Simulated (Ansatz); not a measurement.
## Redistribution: C3H5F3O + CH3I → C3H6F2O + CH2FI

Species: C3H5F3O `CCOC(F)(F)F`, singlet; CH3I (methyl iodide) `CI`, singlet; C3H6F2O `CCOC(F)F`, singlet; CH2FI (fluoroiodomethane) `FCI`, singlet. The partners trade F for H; both sit on C, so the bond types are kept.

Shapes, held fixed at every level: PBE0-D4/def2-TZVP. Flexible molecules stand in one conformer, not always the lowest. Programs: Ansatz 0.2.0. The zero-point and thermal change to 298 K, harmonic and unscaled (PBE0-D4/def2-TZVP), is +3.5 kJ/mol.

Problem. Estimate ΔH(298 K) of this reaction.

Solution. The highest level, CCSD(T)/def2-TZVPP, gives ΔH(298 K) = +81.7 kJ/mol; the levels span +70.9 to +105.3. The column of differences is taken from that level and isn't an error. No measured value is set beside it here. For atoms past krypton def2 sets carry core potentials with scalar relativity. Correlated rows may include outer-core shells of I, which these sets cover unevenly.

```tsv
level	kind	ΔH(298 K) (kJ/mol)	less CCSD(T)/def2-TZVPP
HF/def2-TZVPP	Hartree–Fock	+89.4	+7.7
B3LYP-D4/def2-TZVPP	global hybrid	+70.9	-10.8
wB97X-V/def2-TZVPP	range-separated hybrid	+81.1	-0.6
MP2/def2-SVP	perturbation theory	+105.3	+23.6
MP2/def2-TZVPP	perturbation theory	+82.7	+1.0
CCSD(T)/def2-SVP	coupled cluster or CI	+101.3	+19.6
CCSD/def2-TZVPP	coupled cluster or CI	+82.8	+1.1
CCSD(T)/def2-TZVPP	coupled cluster or CI	+81.7	0.0
```
